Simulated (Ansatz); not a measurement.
Consider the cleavage of the Si–Si bond: `C=C([SiH3])[SiH2][SiH3]` + `C=C(S)Cl` → `C=C(Cl)S[SiH3]` + `C=C([SiH3])[SiH3]`.

Calculated with Ansatz (gas phase, PBE0-D4/def2-TZVP geometries, no zero-point term in ΔE). CCSD(T)/CBS is the MP2 limit (def2-TZVPP, def2-QZVPP) plus CCSD(T) − MP2 in def2-TZVPP, frozen cores. Functionals use def2-TZVPP. Each species was taken in one conformer, which may not be the lowest.

| level | ΔE (kJ/mol) |
| --- | --- |
| PBE-D4 | -40.5 |
| PBE0-D4 | -43.8 |
| ωB97M-V | -55.4 |
| B2PLYP | -53.3 |
| PBE | -40.0 |
| r2SCAN | -48.8 |
| PBE0 | -43.7 |
| CCSD/def2-TZVPP | -50.3 |

Q: What does CCSD(T)/CBS give? (Estimate.)

A: Ansatz gave: -52.7 kJ/mol. The listed levels differ from it by 12.2, 8.9, -2.7, -0.6, 12.7, 3.9, 9.0, 2.4 kJ/mol.

Largest T1 diagnostic among the species: 0.013.

From PBE to PBE0 (25 % exact exchange), in def2-TZVPP and without D4, ΔE moves by −3.6 kJ/mol.
